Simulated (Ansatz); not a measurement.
Na6P⁻, relaxed as a singlet with RKS PBE-D4/def2-SVPD in Ansatz, starting from the GFN1-xTB geometry. Force threshold 0.02 eV/Å.

The restricted singlet is unstable towards broken spin symmetry at other levels; at PBE-D4/def2-SVPD this wasn't settled. The highest occupied level of the charge -1 singlet lies above zero (up to 0.19 eV). The electron is either unbound and held by the finite basis, or the level is raised by self-interaction error. The structure comes from a short search, and lower isomers may exist.

Start:

```xyz
7

P    -0.253   -0.095    0.280
Na    1.589    1.407   -1.088
Na   -2.680   -1.075    1.499
Na   -1.444    1.488    2.355
Na   -0.147   -1.074    3.025
Na    0.441   -1.100   -2.177
Na    2.495    0.450   -3.895
```

Estimate the energy that the relaxation releases and the steps that it takes.

0.62 eV, in 9 steps; 19 s on 4 threads of Intel Xeon Platinum 8488C on a shared host. The force fell under the threshold at step 7, but the optimiser went on. No frequencies were taken in this run, so the end may be a saddle point.

Does the start keep its bonding?

By distances, no bond broke or formed. The bond that changes most is Na2–Na7, from 3.10 to 3.74 Å (atoms count from 1).

Predict the relaxed structure.


```xyz
7

P    -0.589    0.056    0.453
Na    1.465    1.452   -0.597
Na   -2.769   -1.314    1.184
Na   -1.471    1.846    2.227
Na    0.589   -1.167    2.506
Na    0.007   -1.146   -1.882
Na    2.768    0.272   -3.892
```
Bond lengths (bridged metal pairs left out): 5 × Na–P 2.66 to 2.70 Å; 2 × Na–Na 3.70 to 3.74 Å.
